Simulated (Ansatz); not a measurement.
Species: H$_{2}$BO$_{2}$, charge 0, doublet. H2BO2 (SMILES O[B]O, doublet).
B3LYP-D3(BJ)/def2-TZVP minimum from Ansatz (a program for electronic structure):
```xyz
5

B     -0.4472    -0.2864    -0.0092
O     -0.6236     1.0437     0.1172
O      0.6904    -1.0009    -0.1159
H      0.1763     1.5939     0.1372
H      1.5249    -0.5046    -0.1021
```
Charge 0, spin multiplicity 2.

Total energies in cc-pVDZ, 17 correlated electrons, 3 frozen orbitals. UHF or UKS for unpaired electrons; spin-orbit terms are left out. Correlated methods leave the cores frozen. No relativity.

```tsv
method	program	energy (Eh)	minus CCSDT(Q) (mEh)
HF	Ansatz	-175.62268	463.30
MP2	Ansatz	-176.05905	26.93
CCSD	Ansatz	-176.07357	12.42
CCSD(T)	Ansatz	-176.08418	1.80
CCSDT(Q)	Ansatz	-176.08598	0.00
```

Rough core times of Ansatz's runs on a shared machine: CCSD(T) under 20 s, CCSDT(Q) 5 min.
